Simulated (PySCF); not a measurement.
# C₆ coefficients of unlike pairs at wB97M-V

Calculated with PySCF 2.14 from the dipole response of each species, C₆(A,B) = (3/π) ∫ α_A(iu) α_B(iu) du, in atomic units, from isotropic polarisabilities. For ions this is the dispersion term alone; charge-induced terms of lower order in 1/R come first.

```csv
species,configuration,basis,relativity,α (bohr³),C₆ (like pair)
C²⁺,[He] 2s2 (1S),aug-cc-pVQZ (6s5p4d3f2g),none,4.279,6.574
Xe,[Xe] (1S),aug-cc-pVTZ-PP with ECP28MDF (6s5p4d2f),core potential,27.63,287.6
W⁺,[Xe] 4f14 5d4 6s1 (6D),aug-cc-pwCVTZ-PP with ECP60MDF (8s8p7d4f3g),core potential,39.51,340.7
```

Question: Estimate C₆ for Xe with C²⁺.

Answer: The integral gives 43.45. The combination rule 2 C_A C_B / (C_A α_B/α_A + C_B α_A/α_B) gives 43.47 and the geometric mean 43.48.

No spin-orbit coupling is included.

The other pairs:

| pair | C₆ |
| --- | --- |
| W⁺, Xe | 306.6 |
| W⁺, C²⁺ | 46.56 |
